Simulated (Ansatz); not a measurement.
A made-up structure of CH₂ClZn (charge -1), singlet:

```
5
angstrom
Cl -0.8823 -0.5275 1.6586
C 0.3631 -0.1762 0.4676
Zn -0.2174 0.3454 -0.8233
H 1.3872 -0.5691 0.5659
H -0.6505 0.9274 -1.8688
```

It is relaxed with PBE-D4/def2-SVPD and then PBE0-D4/def2-TZVPD (Ansatz 0.2.0). Atoms count as bonded within 1.22 times the sum of their covalent radii (H–H: 0.88 Å). The end point is not checked to be a true minimum.

Task: Does its bonding change? (A judgement: the text doesn't fix the answer.)

Result: Computed: Yes. Formed: none; broken: Cl1–Zn3.

Where it ends: The first stage lowers the energy by 3.20 eV in 10 steps. It ends as CH₂ClZn ([Cl][CH][ZnH]), total charge -1:
```json
{"atom": "Cl1", "x (Å)": "-0.7172", "y (Å)": "-0.6803", "z (Å)": "1.9485"}
{"atom": "C2", "x (Å)": "0.3737", "y (Å)": "-0.2343", "z (Å)": "0.5866"}
{"atom": "Zn3", "x (Å)": "-0.2618", "y (Å)": "0.4368", "z (Å)": "-1.0132"}
{"atom": "H4", "x (Å)": "1.3510", "y (Å)": "-0.6597", "z (Å)": "0.8017"}
{"atom": "H5", "x (Å)": "-0.7457", "y (Å)": "1.1375", "z (Å)": "-2.3236"}
```

Labels in which every atom is bracketed show which atoms are joined, not bond orders.

For scale, one of the runs: PBE0-D4/def2-TZVPD relaxation, 152 basis functions, launched by `ansatz run in.yaml --threads 2 --pin off --events-out ev --progress --plain --max-ram 4352MiB`. The run took about 37 s on 2 CPU threads of an Arm Neoverse V1 (shared host).
